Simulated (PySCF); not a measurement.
Simulated characterisation data

Calculated, not measured (PySCF 2.14): geometry from GFN2-xTB, PBE0/pcSseg-1 with gauge-including orbitals. Non-relativistic Hamiltonian, one conformer, one averaged value for each set of equivalent atoms, isolated molecule.

References, each an isolated molecule treated in the same way: TMS for ¹H (31.72 ppm) and ¹³C (186.93 ppm). Splittings of carbon signals by F and P are missing where no couplings were computed. Where no couplings were computed, multiplicities follow the n + 1 count of equivalent neighbours, and m marks all less simple cases (inequivalent or close neighbours, rings, F or P nearby). Shifts are as computed. Against solution values, carbons near 30 ppm lie about +3 ppm off and those near 130 ppm about +5 ppm. Of 1309 compounds with measured shifts, 239 miss one by over three times the rms of a fit or turn the order of signals round; such compounds aren't used in these exercises. OH and NH positions are gas-phase values without hydrogen bonding to other molecules.

**1.** SMILES FC(C(=O)C1[SiH2]C[SiH2]1)(F)F, C4H7F3OSi2. ¹H NMR (400 MHz, computed): δ 5.04 (m, 2H), 4.98 (m, 2H), 3.19 (m, 1H), 0.85 (m, 1H), 0.70 (m, 1H). ¹³C{¹H} NMR (computed): δ 200.4, 126.5, 33.6, -8.5.

**2.** `FC(O[C@H]([SiH2]C#C)[SiH3])(F)F`, C4H7F3OSi2. ¹H NMR (400 MHz, computed): δ 4.65 (m, 1H), 4.51 (m, 1H), 4.50 (m, 1H), 4.13 (d, 3H), 2.05 (m, 1H). ¹³C{¹H} NMR (computed): δ 131.3 (C), 107.1 (CH), 83.6 (C), 65.0 (CH).

**3.** `[SiH3]N[SiH2]c1ccccn1`, C5H10N2Si2. ¹H NMR (400 MHz, computed): δ 9.08 (d, 1H), 7.92 (m, 1H), 7.73 (d, 1H), 7.45 (m, 1H), 5.36 (s, 2H), 4.91 (s, 3H), 1.41 (br s, 1H). ¹³C{¹H} NMR (computed): δ 165.9 (C), 155.4 (CH), 140.0 (CH), 136.2 (CH), 128.7 (CH).
